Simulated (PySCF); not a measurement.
**Excitation energy of I+ by level of theory**

I+ [Kr] 4d10 5s2 5p4 (3P) → I+ [Kr] 4d10 5s1 5p4 5d1 (high-spin determinant), as a difference of total energies. All numbers are calculated (PySCF 2.14, scalar relativity by spin-free X2C-1e, in x2c-TZVPPall with one added diffuse shell each of s, p, d, f type (9s7p5d3f, 76 functions)). Correlated levels: valence: [Kr] 4d10 frozen; valence and next inner shell: [Ar] 3d10 frozen. The calculations carry no spin-orbit coupling.

| method | excitation energy (eV) |
| --- | --- |
| UHF | 20.190 |
| LDA | 21.386 |
| PBE | 20.895 |
| PBE0 | 20.954 |
| r2SCAN | 20.825 |
| HSE06 | 21.013 |
| wB97X-V | 21.509 |
| B97-3 | 21.179 |
| BLYP | 21.222 |
| MP2 (valence) | 20.473 |
| SCS-MP2 (valence) | 20.581 |
| MP2 (valence and next inner shell) | 21.067 |
| SCS-MP2 (valence and next inner shell) | 21.031 |

**Question.** How much does correlation contribute at MP2 (valence and next inner shell)?

**Answer.** 21.067 − (20.190) = 0.877 eV, measured against UHF.

The upper state lies above the first ionisation limit, where it may autoionise and the basis confines it.

The promoted electron is Rydberg-like, and one or two diffuse shells describe it only roughly, which tends to raise the upper state.

The determinant of the upper state mixes LS terms, which raises its energy above the lowest term, most at the Hartree-Fock and MP2 levels.
